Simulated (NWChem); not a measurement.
Species: CH₃BO anion, doublet; SMILES of the neutral closed-shell parent B.[O+]#[C-]

```xyz
6

B     -0.1113    -1.3168     0.0000
H      0.3658    -1.8602    -1.0018
H      0.3658    -1.8602     1.0018
H     -1.3522    -1.3599     0.0000
O     -0.1501     1.2921     0.0000
C      0.3963     0.2213     0.0000
```
Atoms are numbered in this order, from 1.

Computed with NWChem. Spin-unrestricted. Sets without diffuse functions describe the anion's extra electron poorly. All runs use the structure optimised with B3LYP/def2-SVPD, spin-unrestricted. This spin state was assumed; another may lie lower. No stability test was run on the SCF state. The highest occupied level is positive in some or all of these runs, so the extra electron may be held by the finite basis. Level M06-2X/def2-SVP: energy and gradient on several grids; changes count from the extra-fine grid, which is no exact limit either.

```json
[
 {"grid": "xcoarse", "size of the energy change (μHa)": "10000", "largest change of a gradient component (μHa/bohr)": "4000", "time, medium = 1 (rough)": "about 1"},
 {"grid": "coarse", "size of the energy change (μHa)": "200", "largest change of a gradient component (μHa/bohr)": "300", "time, medium = 1 (rough)": "about 1"},
 {"grid": "medium", "size of the energy change (μHa)": "30", "largest change of a gradient component (μHa/bohr)": "90", "time, medium = 1 (rough)": "about 1"},
 {"grid": "fine", "size of the energy change (μHa)": "< 10", "largest change of a gradient component (μHa/bohr)": "< 30", "time, medium = 1 (rough)": "2"},
 {"grid": "xfine", "size of the energy change (μHa)": "< 10", "largest change of a gradient component (μHa/bohr)": "< 30", "time, medium = 1 (rough)": "5"}
]
```
